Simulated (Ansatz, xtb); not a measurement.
# C2H7BGe: which of two isomers lies lower

Structure I is `B/C=[CH]/[GeH3]`, a singlet and structure II is `B[C](=C)[GeH3]`, a singlet. Both are isolated molecules in the gas phase, relaxed with B3LYP-D3(BJ)/def2-SVP; the shapes shown needn't be the lowest conformers.

I (Å):

```xyz
11

C    -0.6092   -1.9534   -0.3361
C     0.3428   -1.9432   -1.2997
B    -1.7570   -2.9868   -0.3437
Ge    1.8364   -0.6808   -1.3850
H    -2.6061   -2.9956    0.5146
H    -1.8050   -3.8058   -1.2315
H    -0.5424   -1.1986    0.4600
H     0.2756   -2.6990   -2.0948
H     3.1737   -1.4496   -1.3415
H     1.7417    0.2825   -0.1867
H     1.7752    0.1122   -2.7073
```

II (Å):

```yaml
atoms:
  - { symbol: C, position_ang: [-0.0345, -2.0347, -0.8595] }
  - { symbol: C, position_ang: [0.3160, -3.3278, -1.0459] }
  - { symbol: B, position_ang: [-1.4849, -1.7122, -0.4274] }
  - { symbol: Ge, position_ang: [1.2834, -0.6066, -1.1360] }
  - { symbol: H, position_ang: [-2.2700, -2.6181, -0.2667] }
  - { symbol: H, position_ang: [-1.8576, -0.5773, -0.2450] }
  - { symbol: H, position_ang: [-0.4108, -4.1368, -0.8949] }
  - { symbol: H, position_ang: [1.3226, -3.6424, -1.3517] }
  - { symbol: H, position_ang: [2.6358, -1.2224, -1.5597] }
  - { symbol: H, position_ang: [1.4734, 0.1992, 0.1665] }
  - { symbol: H, position_ang: [0.7946, 0.3605, -2.2350] }
```

Quicker runs give these differences E(II) − E(I): GFN2-xTB +0.07 kcal/mol; HF/STO-3G +5.99 kcal/mol (at GFN2-xTB geometries); r2SCAN-D4/def2-SVP +1.78 kcal/mol (at GFN2-xTB geometries).

Estimate E(II) − E(I) at the level CCSD(T)/def2-SVP + ΔMP2/def2-TZVPP.

Too close to call at this level: CCSD(T)/def2-SVP + ΔMP2/def2-TZVPP gives E(II) − E(I) = −0.58 kcal/mol.

How the difference moves with the method:

```tsv
level	geometry	E(II) − E(I) (kcal/mol)	departure from the last row (kcal/mol)	job, with rough time for the two
GFN2-xTB	GFN2-xTB	+0.07	+0.65	optimisation, 0.52 s
HF/STO-3G	GFN2-xTB	+5.99	+6.57	single point, 0.98 s
r2SCAN-D4/def2-SVP	GFN2-xTB	+1.78	+2.36	single point, 5.9 s
B3LYP-D3(BJ)/def2-SVP	B3LYP-D3(BJ)/def2-SVP	+0.09	+0.67	optimisation, 3.3 min
HF/def2-SVP	B3LYP-D3(BJ)/def2-SVP	−0.05	+0.53	part of the CCSD(T) run
MP2/def2-SVP	B3LYP-D3(BJ)/def2-SVP	−0.65	−0.07	part of the CCSD(T) run
CCSD(T)/def2-SVP	B3LYP-D3(BJ)/def2-SVP	−0.45	+0.13	single point
CCSD(T)/def2-SVP + ΔMP2/def2-TZVPP	B3LYP-D3(BJ)/def2-SVP	−0.58		single point, 56 s
```

As drawn, both hold the same kinds of bond in the same numbers.

The largest departure from CCSD(T)/def2-SVP + ΔMP2/def2-TZVPP is that of HF/STO-3G, 6.57 kcal/mol. The last row adds to CCSD(T) the change of the MP2 difference between the two basis sets, here −0.13 kcal/mol.

With harmonic frequencies from B3LYP-D3(BJ)/def2-SVP (ideal gas, rigid rotor, one conformer each, 298.15 K, 1 atm): the zero-point term adds −0.07 kcal/mol; ΔH is −0.68 and ΔG −0.57 kcal/mol.

The correlated steps freeze 12 core orbitals; the filled d shell of Ge is correlated, in a basis made for valence electrons. Run with Ansatz 0.2.0, xtb 6.7.1; the last row on 2 threads of AMD EPYC 7R43 64-Core Processor (Zen 3) on a shared host.
